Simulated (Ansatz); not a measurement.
`C[O][SnH]([OH])[OH]` + HCl → `C[O][SnH]([OH])[Cl]` + H₂O  (ligand exchange at the Sn–O bond)

Isolated molecules relaxed with PBE0-D4/def2-TZVP in Ansatz; ΔE leaves out vibrations. CBS: MP2 limit from def2 TZ/QZ plus the TZ coupled-cluster correction, frozen cores. This one scheme is used for every species. DFT in def2-TZVPP. Elements past krypton have def2 core potentials. For Sn outer-core shells are correlated without core-valence functions, which leaves a few kJ/mol of doubt a bond. Each species was taken in one conformer, which may not be the lowest.

| species | r2SCAN-D4 energy (Eh) |
| --- | --- |
| `C[O][SnH]([OH])[OH]` | -481.79137 |
| HCl | -460.78592 |
| `C[O][SnH]([OH])[Cl]` | -866.18005 |
| H₂O | -76.42324 |

Work out ΔE.

ΔE = (-866.18005) + (-76.42324) − (-481.79137) − (-460.78592) = -0.02600 Eh = -68.3 kJ/mol. CCSD(T)/CBS gives -68.1 kJ/mol.

Largest T1 diagnostic among the species: 0.014.

From PBE to PBE0 (25 % exact exchange), in def2-TZVPP and without D4, ΔE moves by −4.9 kJ/mol. In def2-TZVPP, CCSD(T) changes the Hartree–Fock value by +11.3 kJ/mol (the triples alone add +0.9 kJ/mol) and MP2 by +8.3 kJ/mol.
